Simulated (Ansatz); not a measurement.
BrGaH3N, SMILES [NH2][GaH][Br].

Coordinates come from a TPSSh-D3(BJ)/def2-SVP optimisation. Other conformers were not sampled.

Two levels are set side by side: PBE/def2-SVPD (Ansatz, a quantum-chemistry and plane-wave program) and PBE0/def2-SVPD (Ansatz). Energy differences of separate SCF runs at the same geometry; the states with an electron removed or added have multiplicity 2 and 2. Differences are taken from unrounded values.

| quantity | PBE |
|---|---|
| vertical ionisation energy (eV) | 9.55 |
| vertical singlet–triplet gap (eV) | 4.89 |

These are the PBE values. What does PBE0 give? (The exact figures need the calculation; the answer reports its results.)


```csv
quantity,PBE0,PBE minus PBE0
vertical ionisation energy (eV),9.81,-0.26
vertical singlet–triplet gap (eV),5.13,-0.24
```
